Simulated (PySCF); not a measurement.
Cl$_{2}$Se, singlet, geometry from GFN2-xTB; PBE0/cc-pVDZ (PySCF).

The PySCF input:
```python
from pyscf import gto, scf, dft

mol = gto.Mole()
mol.atom = '''
    Se    0.001365    0.001249    0.686465
    Cl    1.041334    1.259457   -0.690832
    Cl   -1.044063   -1.261955   -0.682097
'''
mol.basis = 'cc-pvdz'
mol.charge = 0
mol.spin = 0
mol.verbose = 4
mol.build()

mf = dft.RKS(mol)
mf.xc = 'pbe0'
mf.kernel()
```

Q: Predict the main parts of the log of this PySCF run.

A: 
```
PySCF version 2.14.0

[INPUT] verbose = 4
[INPUT] num. atoms = 3
[INPUT] num. electrons = 68
[INPUT] charge = 0
[INPUT] spin (= nelec alpha-beta = 2S) = 0
[INPUT] symmetry False subgroup None
[INPUT] Mole.unit = angstrom
[INPUT] Symbol           X                Y                Z      unit          X                Y                Z       unit  Magmom
[INPUT]  1 Se     0.001365000000   0.001249000000   0.686465000000 AA    0.002579476160   0.002360267930   1.297230844100 Bohr   0.0
[INPUT]  2 Cl     1.041334000000   1.259457000000  -0.690832000000 AA    1.967836064198   2.380028795666  -1.305483278086 Bohr   0.0
[INPUT]  3 Cl    -1.044063000000  -1.261955000000  -0.682097000000 AA   -1.972993126792  -2.384749331526  -1.288976520387 Bohr   0.0

nuclear repulsion = 333.157646555754
number of shells = 16
number of NR pGTOs = 159
number of NR cGTOs = 63
basis = cc-pvdz
ecp = {}

******** <class 'pyscf.dft.rks.RKS'> ********
method = RKS
initial guess = minao
damping factor = 0
level_shift factor = 0
DIIS = <class 'pyscf.scf.diis.CDIIS'>
diis_start_cycle = 1
diis_space = 8
diis_damp = 0
SCF conv_tol = 1e-09
SCF conv_tol_grad = None
SCF max_cycles = 50
direct_scf = True
direct_scf_tol = 1e-13
XC library pyscf.dft.libxc version 7.1.2
    S. Lehtola, C. Steigemann, M. J. T. Oliveira, and M. A. L. Marques,  SoftwareX 7, 1–5 (2018)
XC functionals = pbe0
    C. Adamo and V. Barone,  J. Chem. Phys. 110, 6158 (1999)
    M. Ernzerhof and G. E. Scuseria,  J. Chem. Phys. 110, 5029 (1999)
radial grids:
    Treutler-Ahlrichs [JCP 102, 346 (1995); DOI:10.1063/1.469408] (M4) radial grids

becke partition: Becke, JCP 88, 2547 (1988); DOI:10.1063/1.454033
pruning grids: <function nwchem_prune>
grids dens level: 3
symmetrized grids: False
atomic radii adjust function: <function treutler_atomic_radii_adjust>
small_rho_cutoff = 0
Set gradient conv threshold to 3.16228e-05
Initial guess from minao.
tot grids = 58184
init E= -3320.78578585609
  HOMO = -0.238595082646705  LUMO = -0.119143414830576  gap/eV = 3.25045
cycle= 1 E= -3321.32040101051  delta_E= -0.535  |g|= 0.287  |ddm|= 1.79
  HOMO = -0.273280474789687  LUMO = -0.109648237678859  gap/eV = 4.45266
cycle= 2 E= -3321.29134920588  delta_E= 0.0291  |g|= 0.423  |ddm|= 0.666
  HOMO = -0.254151384746967  LUMO = -0.0905065268094429  gap/eV = 4.45300
cycle= 3 E= -3321.34623178643  delta_E= -0.0549  |g|= 0.0148  |ddm|= 0.418
  HOMO = -0.255511798630172  LUMO = -0.0893936046687211  gap/eV = 4.52031
cycle= 4 E= -3321.34629922524  delta_E= -6.74e-05  |g|= 0.00729  |ddm|= 0.0244
  HOMO = -0.255790204336765  LUMO = -0.0898787841666946  gap/eV = 4.51468
cycle= 5 E= -3321.34631612919  delta_E= -1.69e-05  |g|= 0.00105  |ddm|= 0.00665
  HOMO = -0.255611218093778  LUMO = -0.0896761870243927  gap/eV = 4.51532
cycle= 6 E= -3321.34631645968  delta_E= -3.3e-07  |g|= 0.000125  |ddm|= 0.00133
  HOMO = -0.25562644888641  LUMO = -0.0896943200798412  gap/eV = 4.51524
cycle= 7 E= -3321.34631646824  delta_E= -8.56e-09  |g|= 3.34e-05  |ddm|= 0.000293
  HOMO = -0.255623533383881  LUMO = -0.0896911692941631  gap/eV = 4.51525
cycle= 8 E= -3321.34631646861  delta_E= -3.72e-10  |g|= 5.72e-06  |ddm|= 4.47e-05
  HOMO = -0.255623263409828  LUMO = -0.0896913007799429  gap/eV = 4.51524
Extra cycle  E= -3321.34631646864  delta_E= -2.73e-11  |g|= 4.21e-06  |ddm|= 1.3e-05
converged SCF energy = -3321.34631646864
```
